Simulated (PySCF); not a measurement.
Species: C₅H₆FO (doublet state).
Z-matrix (Å and degrees, GFN2-xTB geometry), rows numbered from 1:
```
C 
C   1  1.2892
C   2  1.5209  1  125.83
F   3  1.3727  2  110.58  1    -0.29
C   3  1.5361  2  115.96  1   131.30
O   5  1.4279  3   90.88  2   108.97
C   6  1.4279  5   92.70  3     7.80
H   1  1.0641  2  139.19  3    -0.02
H   2  1.0837  1  122.48  3  -179.92
H   5  1.0939  3  112.82  2  -136.41
H   5  1.0915  3  116.90  2    -7.09
H   7  1.0915  3  116.89  2     7.07
H   7  1.0938  3  112.80  2   136.44
```

The hyperfine couplings belong to this conformer and change with its torsions.

As a line formula: `[H]/[C]=C\C1(F)COC1` [radical].

The calculation used PySCF, UKS B3LYP, pcH-1 on C F H O, non-relativistic, mean-field spin-orbit, GIAO. The structure is a single GFN2-xTB conformer in the gas phase; no vibrational or solvent corrections. The geometry wasn't refined by DFT: couplings that depend on bond lengths, twists or pyramidal angles can differ widely from those at the functional's own minimum. The SCF solution wasn't tested for stability.

(1) What are g_iso and the isotropic 1H coupling of H9?

(2) For one electron spin and this one nucleus (I = 1/2, g_N = 5.5857), compare first-order, second-order and exact resonance fields at 3.435 GHz.

(3) Someone takes the midpoint and the distance of the outer exact lines at face value. What g and a result?

(4) Give the zero-field levels of this pair of spins.

Results:

(1) g_iso = 2.00233 and a = +116.26 MHz, or +4.148 mT (Mulliken spin population +0.05).

(2) First order: B = B0 − a·mI with B0 = 122.569 mT. Second order subtracts a²[I(I+1) − mI²]/(2B0). The exact fields come from the Breit–Rabi levels of H = g μB B Sz − g_N μN B Iz + a S·I.

```json
{"mI": "−1/2", "first order (mT)": "124.643", "second order (mT)": "124.608", "exact (mT)": "124.608", "exact − first order": "-0.034"}
{"mI": "+1/2", "first order (mT)": "120.495", "second order (mT)": "120.459", "exact (mT)": "120.459", "exact − first order": "-0.036"}
```

(3) Their midpoint, 122.534 mT, gives an apparent g of 2.00290 (true 2.00233), and their distance over 2I an apparent |a| of 4.150 mT (true 4.148).

(4) F = I ± 1/2 = 1 and 0, at a·I/2 = +29.1 MHz and −a(I+1)/2 = -87.2 MHz, that is |a|(I + 1/2) = 116.3 MHz apart; F = 0 lies lower.

Other couplings of abundant isotopes, left aside here: 1 × 1H 36 MHz, 1 × 19F 11 MHz, 2 × 1H 3 MHz, 2 × 1H 3 MHz.
